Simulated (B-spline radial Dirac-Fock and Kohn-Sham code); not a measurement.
# Diagram lines of Cu⁴⁺

System: copper as Cu⁴⁺, [Ar] 3d7, inside a Watson sphere of charge -4 and radius 2.4 Å (a model of the Madelung potential; inside it an electron's potential energy is raised by 24.0 eV).

Level of theory: Dirac-Fock (average of configuration) total-energy differences with a finite nucleus, the Breit interaction including its frequency dependence, and self-energy and vacuum-polarisation corrections; a radial finite-basis atomic code. A line energy is the difference of two single-hole energies; the list is a selection of electric-dipole transitions between resolved j subshells. The model has no electron correlation.

```tsv
line	energy (keV)	wavelength (Å)
K-M3	8.9099	1.3915
K-M2	8.9072	1.3920
K-L3	8.0454	1.5411
K-L2	8.0254	1.5449
L1-M3	1.0321	12.013
L1-M2	1.0294	12.044
L2-M1	0.8338	14.870
L3-M1	0.8137	15.236
```

Values without a named source are computed, but for edge energies of neutral atoms, which are taken from tables.
